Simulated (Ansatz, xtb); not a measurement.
## Two isomers of C2H11Ge2N

Structure I: `[NH2][GeH2][CH2][CH2][GeH3]`, a singlet. Structure II: `CC[NH][GeH2][GeH3]`, a singlet. Both are isolated molecules in the gas phase, relaxed with B3LYP/def2-SVP; each stands in its lowest conformer found.

Q: Estimate E(II) − E(I) at the level CCSD(T)/def2-SVP + ΔMP2/def2-TZVPP.

A: Not settled: CCSD(T)/def2-SVP + ΔMP2/def2-TZVPP gives E(II) − E(I) = +2.7 kcal/mol, but this leans on the basis-set step: CCSD(T) alone gives −1.8 kcal/mol.

The same difference at several levels:

```json
{"level": "GFN2-xTB", "geometry": "GFN2-xTB", "E(II) − E(I) (kcal/mol)": "−16.6", "departure from the last row (kcal/mol)": "−19.3", "job, with rough time for the two": "optimisation, 0.22 s"}
{"level": "HF/STO-3G", "geometry": "GFN2-xTB", "E(II) − E(I) (kcal/mol)": "−8.2", "departure from the last row (kcal/mol)": "−10.9", "job, with rough time for the two": "single point, 0.7 s"}
{"level": "r2SCAN-D4/def2-SVP", "geometry": "GFN2-xTB", "E(II) − E(I) (kcal/mol)": "−2.2", "departure from the last row (kcal/mol)": "−5.0", "job, with rough time for the two": "single point, 5.8 s"}
{"level": "B3LYP/def2-SVP", "geometry": "B3LYP/def2-SVP", "E(II) − E(I) (kcal/mol)": "−3.6", "departure from the last row (kcal/mol)": "−6.3", "job, with rough time for the two": "optimisation, 91 s"}
{"level": "HF/def2-SVP", "geometry": "B3LYP/def2-SVP", "E(II) − E(I) (kcal/mol)": "−2.2", "departure from the last row (kcal/mol)": "−4.9", "job, with rough time for the two": "part of the CCSD(T) run"}
{"level": "MP2/def2-SVP", "geometry": "B3LYP/def2-SVP", "E(II) − E(I) (kcal/mol)": "+0.2", "departure from the last row (kcal/mol)": "−2.6", "job, with rough time for the two": "part of the CCSD(T) run"}
{"level": "CCSD(T)/def2-SVP", "geometry": "B3LYP/def2-SVP", "E(II) − E(I) (kcal/mol)": "−1.8", "departure from the last row (kcal/mol)": "−4.6", "job, with rough time for the two": "single point"}
{"level": "CCSD(T)/def2-SVP + ΔMP2/def2-TZVPP", "geometry": "B3LYP/def2-SVP", "E(II) − E(I) (kcal/mol)": "+2.7", "departure from the last row (kcal/mol)": "", "job, with rough time for the two": "single point, 2.8 min"}
```

As drawn, II has 1 C–N, 1 Ge–Ge, 1 C–H in place of 2 C–Ge, 1 N–H.

GFN2-xTB, HF/STO-3G, r2SCAN-D4/def2-SVP, B3LYP/def2-SVP, HF/def2-SVP, CCSD(T)/def2-SVP put the two in the other order. MP2/def2-SVP finds them nearly level. The largest departure from CCSD(T)/def2-SVP + ΔMP2/def2-TZVPP is that of GFN2-xTB, 19.3 kcal/mol. A small imaginary or near-zero mode remains, so no thermal terms are given. The last row adds to CCSD(T) the change of the MP2 difference between the two basis sets, here +4.6 kcal/mol, a large step that makes the value less sure.

The correlated steps freeze 21 core orbitals; the filled d shell of Ge is correlated, in a basis made for valence electrons. Run with Ansatz 0.2.0, xtb 6.7.1; the last row on 4 threads of Arm Neoverse V1 on a shared host.
